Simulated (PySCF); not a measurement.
L and K shells in `BN[SiH2]N`

Compound: BH₇N₂Si.
Cartesian coordinates in Å at the PBE0-D3(BJ)/def2-SVP level; atoms count from 1:
```
atom  x, y, z in Å
B1     2.0433    0.1412   -0.4860
N2     0.8763    0.2348    0.2834
Si3   -0.6479   -0.6072    0.0284
N4    -1.9384    0.5332    0.0470
H5     3.0207    0.7858   -0.1752
H6     2.0570   -0.5828   -1.4566
H7     0.8991    0.8662    1.0807
H8    -0.9549   -1.5446    1.1504
H9    -0.4423   -1.3716   -1.2362
H10   -2.8241    0.2953    0.4761
H11   -2.0523    1.2228   -0.6866
```

Method: delta-SCF UKS SCAN, pcX-2 on the ionised atom, pcseg-1 elsewhere, spin-free X2C in PySCF. These are vertical core ionisation energies against the vacuum level, from separate self-consistent calculations with and without the core hole. 2p3/2 and 2p1/2 are the ΔSCF energy of one spin-free 2p hole plus the eigenvalues of a spin–orbit and ligand-field matrix of the shell. The splitting includes the ligand field, and 2p3/2 is the mean of two sublevels.

```tsv
atom	mean of the 2p shell (eV)	splitting (eV)
Si3	107.449	0.624
```

Q: Where do the two lines of each doublet lie?

A: 2p3/2 = mean − splitting/3 and 2p1/2 = mean + 2 × splitting/3:

| atom | environment | 2p3/2 (eV) | 2p1/2 (eV) |
| --- | --- | --- | --- |
| Si3 | SiH2 silicon | 107.24 | 107.87 |

Q: What are the 1s binding energies of the same atoms?

A: Si3 1847.22 eV.

Q: Which Kα1 and Kα2 emission energies and wavelengths follow?

A: The photon carries the difference of the 1s-hole and 2p-hole states, both at the ground state's geometry; λ = 12398.42 eV Å/E.

```
atom  Kα1 (eV)  Kα2 (eV)  λ(Kα1) (Å)  λ(Kα2) (Å)
 Si3   1739.98   1739.35      7.1256      7.1282
```

Q: And the 1s levels of the other atoms?

A: B1 (three-coordinate boron) 195.52 eV; N2 (silicon-bound nitrogen) 404.67 eV; N4 (silicon-bound nitrogen) 404.87 eV.

The unrestricted hole states depart most from a pure doublet (⟨S²⟩ = 0.75; over 0.85 named) for B 1s of B1 (0.90), which makes this value less certain. Geometry: PBE0-D3(BJ)/def2-SVP, one conformer, isolated molecule.
